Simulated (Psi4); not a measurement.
CHO, doublet, at a GFN2-xTB geometry, with bond 2-1 at 1.5 times its length; HF/def2-SVP (Psi4 1.11).

Psi4 was given this input:
```
memory 2 GB

molecule mol {
0 2
C    -0.480854    0.337057    0.028066
O     1.060710   -0.529625   -0.047428
H    -1.489715   -0.096492    0.009715
}

set {
  basis def2-svp
  reference uhf
  stability_analysis follow
  scf_type pk
}

energy('scf')
print_variables()
```

Output, abridged:

```
   => Loading Basis Set <=

    Name: DEF2-SVP
    Role: ORBITAL
    Keyword: BASIS

         ---------------------------------------------------------
                                   SCF
               by Justin Turney, Rob Parrish, Andy Simmonett
                          and Daniel G. A. Smith
                              UHF Reference
         ---------------------------------------------------------

  ==> Geometry <==

    Molecular point group: cs
    Full point group: Cs

    Geometry (in Angstrom), charge = 0, multiplicity = 2:

       Center              X                  Y                   Z               Mass
    ------------   -----------------  -----------------  -----------------  -----------------
         C            0.494767140305     0.815158468156     0.000000000000    12.000000000000
         O           -0.375034924582    -0.726496800435     0.000000000000    15.994914619570
         H            0.060968831311     1.824079197964     0.000000000000     1.007825032230

  Running in cs symmetry.

  Rotational constants: A =     25.68979  B =      0.69362  C =      0.67538 [cm^-1]
  Rotational constants: A = 770160.66176  B =  20794.09856  C =  20247.42439 [MHz]
  Nuclear repulsion =   18.876890367063694

  Charge       = 0
  Multiplicity = 2
  Electrons    = 15
  Nalpha       = 8
  Nbeta        = 7

  ==> Algorithm <==

  SCF Algorithm Type is PK.
  DIIS enabled.
  MOM disabled.
  Fractional occupation disabled.
  Guess Type is SAD.
  Energy threshold   = 1.00e-06
  Density threshold  = 1.00e-06
  Integral threshold = 1.00e-12

  ==> Primary Basis <==

  Basis Set: DEF2-SVP
    Blend: DEF2-SVP
    Number of shells: 15
    Number of basis functions: 33
    Number of Cartesian functions: 35
    Spherical Harmonics?: true
    Max angular momentum: 2

  ==> Integral Setup <==

  Using in-core PK algorithm.
   Calculation information:
      Number of atoms:                   3
      Number of AO shells:              15
      Number of primitives:             29
      Number of atomic orbitals:        35
      Number of basis functions:        33

      Integral cutoff                 1.00e-12
      Number of threads:                 1

  Performing in-core PK
  Using 315282 doubles for integral storage.
  We computed 7139 shell quartets total.
  Whereas there are 7260 unique shell quartets.

  ==> DiskJK: Disk-Based J/K Matrices <==

    J tasked:                  Yes
    K tasked:                  Yes
    wK tasked:                  No
    Schwarz Cutoff:          1E-12

  Minimum eigenvalue in the overlap matrix is 3.5013338677E-02.
  Reciprocal condition number of the overlap matrix is 1.0682333884E-02.
    Using symmetric orthogonalization.

  ==> Pre-Iterations <==

  SCF Guess: Superposition of Atomic Densities via on-the-fly atomic UHF (no occupation information).

   -------------------------
    Irrep   Nso     Nmo
   -------------------------
     A'        24      24
     A"         9       9
   -------------------------
    Total      33      33
   -------------------------

  ==> Iterations <==

                        Total Energy        Delta E     RMS |[F,P]|

   @UHF iter SAD:  -111.53989448833677   -1.11540e+02   0.00000e+00
   @UHF iter   1:  -112.63560580328777   -1.09571e+00   2.56800e-02 ADIIS/DIIS
   @UHF iter   2:  -111.59884304152729    1.03676e+00   6.24753e-02 ADIIS/DIIS
   @UHF iter   3:  -112.86359338147231   -1.26475e+00   9.39704e-03 ADIIS/DIIS
   @UHF iter   4:  -112.89784344833441   -3.42501e-02   2.15937e-03 ADIIS/DIIS
   @UHF iter   5:  -112.90726195217132   -9.41850e-03   1.73461e-03 ADIIS/DIIS
   @UHF iter   6:  -112.91659166299513   -9.32971e-03   1.31733e-03 ADIIS/DIIS
   @UHF iter   7:  -112.92362243871074   -7.03078e-03   9.69433e-04 ADIIS/DIIS
   @UHF iter   8:  -112.92583671424875   -2.21428e-03   8.65263e-04 ADIIS/DIIS
   @UHF iter   9:  -112.92751060149003   -1.67389e-03   8.26301e-04 ADIIS/DIIS
   @UHF iter  10:  -112.93290653787020   -5.39594e-03   8.79450e-04 ADIIS/DIIS
   @UHF iter  11:  -112.93359431113794   -6.87773e-04   8.50956e-04 ADIIS/DIIS
   @UHF iter  12:  -112.93291015953372    6.84152e-04   1.01039e-03 ADIIS/DIIS
   @UHF iter  13:  -112.93640155595764   -3.49140e-03   8.71862e-04 ADIIS/DIIS
   @UHF iter  14:  -112.93826613514742   -1.86458e-03   8.73653e-04 ADIIS/DIIS
   @UHF iter  15:  -112.93927175285889   -1.00562e-03   8.90357e-04 ADIIS/DIIS
   @UHF iter  16:  -112.93792745585034    1.34430e-03   1.08378e-03 ADIIS/DIIS
   @UHF iter  17:  -112.93641773631522    1.50972e-03   1.00929e-03 ADIIS/DIIS
   @UHF iter  18:  -112.93618992618489    2.27810e-04   1.09051e-03 ADIIS/DIIS
   @UHF iter  19:  -112.93916874104318   -2.97881e-03   8.47303e-04 ADIIS/DIIS
   @UHF iter  20:  -112.93950083572035   -3.32095e-04   1.03666e-03 ADIIS/DIIS
   @UHF iter  21:  -112.94071168911874   -1.21085e-03   1.45093e-03 ADIIS/DIIS
   @UHF iter  22:  -112.94050308542000    2.08604e-04   1.39357e-03 ADIIS/DIIS
   @UHF iter  23:  -112.94072783018338   -2.24745e-04   4.96068e-04 ADIIS/DIIS
   @UHF iter  24:  -112.94259075063546   -1.86292e-03   3.75600e-04 ADIIS/DIIS
   @UHF iter  25:  -112.94459944112711   -2.00869e-03   5.17284e-04 ADIIS/DIIS
   @UHF iter  26:  -112.94494917048004   -3.49729e-04   7.71655e-04 ADIIS/DIIS
   @UHF iter  27:  -112.94505173181369   -1.02561e-04   8.82476e-04 ADIIS/DIIS
   @UHF iter  28:  -112.94489440006731    1.57332e-04   5.06336e-04 ADIIS/DIIS
   @UHF iter  29:  -112.94453686057939    3.57539e-04   2.55788e-04 ADIIS/DIIS
   @UHF iter  30:  -112.94433909947523    1.97761e-04   2.64179e-04 ADIIS/DIIS
   @UHF iter  31:  -112.94510083346917   -7.61734e-04   2.06990e-04 ADIIS/DIIS
   @UHF iter  32:  -112.94535893563776   -2.58102e-04   2.13230e-04 ADIIS/DIIS
   @UHF iter  33:  -112.94476458826321    5.94347e-04   2.00592e-04 ADIIS/DIIS
   @UHF iter  34:  -112.94476219031603    2.39795e-06   1.97036e-04 ADIIS/DIIS
   @UHF iter  35:  -112.94490802543775   -1.45835e-04   1.87752e-04 ADIIS/DIIS
[...]
   @UHF iter  44:  -112.94506268381630    4.41779e-04   2.93014e-04 ADIIS/DIIS
   @UHF iter  45:  -112.94518078378114   -1.18100e-04   2.79596e-04 ADIIS/DIIS
   @UHF iter  46:  -112.94516316243713    1.76213e-05   2.58572e-04 ADIIS/DIIS
   @UHF iter  47:  -112.94537844576460   -2.15283e-04   2.53975e-04 ADIIS/DIIS
   @UHF iter  48:  -112.94364343187722    1.73501e-03   4.72417e-04 ADIIS/DIIS
   @UHF iter  49:  -112.94477602542997   -1.13259e-03   2.82109e-04 ADIIS/DIIS
   @UHF iter  50:  -112.94475312689694    2.28985e-05   2.86232e-04 ADIIS/DIIS
   @UHF iter  51:  -112.94470688139897    4.62455e-05   2.93442e-04 ADIIS/DIIS
   @UHF iter  52:  -112.94601787262435   -1.31099e-03   2.95466e-04 ADIIS/DIIS
   @UHF iter  53:  -112.94408829708448    1.92958e-03   4.08383e-04 ADIIS/DIIS
   @UHF iter  54:  -112.94448609330269   -3.97796e-04   3.46255e-04 ADIIS/DIIS
   @UHF iter  55:  -112.94449059945137   -4.50615e-06   3.39434e-04 ADIIS/DIIS
   @UHF iter  56:  -112.94387704099736    6.13558e-04   4.44136e-04 ADIIS/DIIS
   @UHF iter  57:  -112.94390484019110   -2.77992e-05   4.39454e-04 ADIIS/DIIS
   @UHF iter  58:  -112.94400050439896   -9.56642e-05   4.22315e-04 ADIIS/DIIS
   @UHF iter  59:  -112.94402481055840   -2.43062e-05   4.19553e-04 ADIIS/DIIS
   @UHF iter  60:  -112.94411967712429   -9.48666e-05   3.98556e-04 ADIIS/DIIS
   @UHF iter  61:  -112.94415610437218   -3.64272e-05   3.89511e-04 ADIIS/DIIS
   @UHF iter  62:  -112.94487555828519   -7.19454e-04   2.89409e-04 ADIIS/DIIS
   @UHF iter  63:  -112.94513383208178   -2.58274e-04   2.54835e-04 ADIIS/DIIS
   @UHF iter  64:  -112.94591613840370   -7.82306e-04   2.43148e-04 ADIIS/DIIS
   @UHF iter  65:  -112.94427234594075    1.64379e-03   3.45818e-04 ADIIS/DIIS
   @UHF iter  66:  -112.94505964294446   -7.87297e-04   2.25753e-04 ADIIS/DIIS
   @UHF iter  67:  -112.94560391722641   -5.44274e-04   2.38256e-04 ADIIS/DIIS
   @UHF iter  68:  -112.94492305645545    6.80861e-04   2.68568e-04 ADIIS/DIIS
   @UHF iter  69:  -112.94483506252556    8.79939e-05   2.72540e-04 ADIIS/DIIS
   @UHF iter  70:  -112.94480221812192    3.28444e-05   2.70557e-04 ADIIS/DIIS
   @UHF iter  71:  -112.94446036892271    3.41849e-04   3.28563e-04 ADIIS/DIIS
   @UHF iter  72:  -112.94457487438630   -1.14505e-04   3.13020e-04 ADIIS/DIIS
   @UHF iter  73:  -112.94457620974352   -1.33536e-06   3.13209e-04 ADIIS/DIIS
   @UHF iter  74:  -112.94458507864692   -8.86890e-06   3.11336e-04 ADIIS/DIIS
   @UHF iter  75:  -112.94506554206131   -4.80463e-04   2.42026e-04 ADIIS/DIIS
   @UHF iter  76:  -112.94457177734587    4.93765e-04   3.08510e-04 ADIIS/DIIS
   @UHF iter  77:  -112.94642709070047   -1.85531e-03   3.23794e-04 ADIIS/DIIS
   @UHF iter  78:  -112.94495405916513    1.47303e-03   2.75062e-04 ADIIS/DIIS
   @UHF iter  79:  -112.94493295491215    2.11043e-05   2.80167e-04 ADIIS/DIIS
   @UHF iter  80:  -112.94501953989392   -8.65850e-05   2.71216e-04 ADIIS/DIIS
   @UHF iter  81:  -112.94500001095280    1.95289e-05   2.75128e-04 ADIIS/DIIS
   @UHF iter  82:  -112.94504661135126   -4.66004e-05   2.69981e-04 ADIIS/DIIS
   @UHF iter  83:  -112.94503923839089    7.37296e-06   2.70124e-04 ADIIS/DIIS
   @UHF iter  84:  -112.94499851132095    4.07271e-05   2.72642e-04 ADIIS/DIIS
   @UHF iter  85:  -112.94501041940515   -1.19081e-05   2.71408e-04 ADIIS/DIIS
   @UHF iter  86:  -112.94534435873386   -3.33939e-04   2.52495e-04 ADIIS/DIIS
   @UHF iter  87:  -112.94512830407193    2.16055e-04   2.57945e-04 ADIIS/DIIS
   @UHF iter  88:  -112.94678146381551   -1.65316e-03   3.75936e-04 ADIIS/DIIS
   @UHF iter  89:  -112.94530294984126    1.47851e-03   2.71553e-04 ADIIS/DIIS
   @UHF iter  90:  -112.94472706170316    5.75888e-04   3.09656e-04 ADIIS/DIIS
   @UHF iter  91:  -112.94515643827205   -4.29377e-04   2.77079e-04 ADIIS/DIIS
   @UHF iter  92:  -112.94498541358959    1.71025e-04   2.95453e-04 ADIIS/DIIS
   @UHF iter  93:  -112.94520569420453   -2.20281e-04   2.75847e-04 ADIIS/DIIS
   @UHF iter  94:  -112.94515860043069    4.70938e-05   2.75857e-04 ADIIS/DIIS
   @UHF iter  95:  -112.94523569996579   -7.70995e-05   2.76448e-04 ADIIS/DIIS
   @UHF iter  96:  -112.94525551361568   -1.98136e-05   2.75005e-04 ADIIS/DIIS
   @UHF iter  97:  -112.94512492238347    1.30591e-04   2.82095e-04 ADIIS/DIIS
   @UHF iter  98:  -112.94527088827829   -1.45966e-04   3.17380e-04 ADIIS/DIIS
   @UHF iter  99:  -112.94789778306834   -2.62689e-03   5.56545e-04 ADIIS/DIIS
   @UHF iter 100:  -112.94587513962574    2.02264e-03   3.36223e-04 ADIIS/DIIS

PsiException: Could not converge SCF iterations in 100 iterations.

  Failed to converge.

Traceback (most recent call last):
  File "psi4", line 375, in <module>
  File "<string>", line 26, in <module>
  File "site-packages/psi4/driver/driver.py", line 533, in energy
  File "site-packages/psi4/driver/procrouting/proc.py", line 2760, in run_scf
  File "site-packages/psi4/driver/procrouting/proc.py", line 2047, in scf_helper
  File "site-packages/psi4/driver/procrouting/scf_proc/scf_iterator.py", line 93, in scf_compute_energy
  File "site-packages/psi4/driver/procrouting/scf_proc/scf_iterator.py", line 86, in scf_compute_energy
  File "site-packages/psi4/driver/procrouting/scf_proc/scf_iterator.py", line 609, in scf_iterate

psi4.driver.p4util.exceptions.SCFConvergenceError: Could not converge SCF iterations in 100 iterations.

Printing out the relevant lines from the Psithon --> Python processed input file:
    core.IO.set_default_namespace("mol")
    core.set_global_option("BASIS", "def2-svp")
    core.set_global_option("REFERENCE", "uhf")
    core.set_global_option("STABILITY_ANALYSIS", "follow")
    core.set_global_option("SCF_TYPE", "pk")
--> energy('scf')
    print_variables()

!-------------------------------------------------------!
!                                                       !
!  Could not converge SCF iterations in 100 iterations. !
!                                                       !
!-------------------------------------------------------!
```

Convergence was not reached.
